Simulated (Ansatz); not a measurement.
Ideal-gas functions of C3H2BrCl (`ClC1=C(Br)C1`) at 600 K and 1 bar, from an Ansatz frequency run at PBE0-D4/def2-TZVP.

Molar mass 153.41 g/mol, point group Cs (symmetry number 1), electronic degeneracy 1, moments of inertia 72.539, 501.597, 570.751 u Å². Harmonic wavenumbers (cm⁻¹, unscaled): 134, 174, 353, 456, 460, 654, 983, 988, 1091, 1111, 1194, 1519, 1901, 3057, 3129.

Use S(trans) = R[1.5 ln M + 2.5 ln T − 1.1517]; rotational temperatures θ = 24.2544 K / I; S(rot) = R[ln(√π/σ · √(T³/θAθBθC)) + 1.5]; for each mode x = 1.438777 ν̃/T, S = R[x/(eˣ − 1) − ln(1 − e⁻ˣ)] and H = RT x/(eˣ − 1); 1 cm⁻¹ = 0.0119627 kJ/mol; R = 8.31446 J/(mol·K).

**Question.** By hand: the entropy, in J/(mol·K).

**Answer.** Translation 186.2. Rotation: θ = 0.3344, 0.0484, 0.0425 K, giving 127.3. Vibration, mode by mode: 17.79, 15.64, 9.94, 7.97, 7.91, 5.38, 2.88, 2.85, 2.35, 2.26, 1.93, 1.04, 0.49, 0.05, 0.04, in all 78.5. Electronic 0.0. Sum 392.0 J/(mol·K).

**Question.** By hand: H − E and G − E in kJ/mol, counted from the electronic energy.

**Answer.** Zero-point energy ½ × 17204 × 0.0119627 = 102.9; thermal vibration 25.1; translation, rotation and pV give 4 RT = 20.0. H − E = 148.0 kJ/mol, and G − E = 148.0 − 600 × 392.0/1000 = -87.2 kJ/mol.

Vibration gives 20 % of the entropy, 17.8 J/(mol·K) of it from the mode under 150 cm⁻¹: soft modes count most, and the harmonic formula is weakest for them.
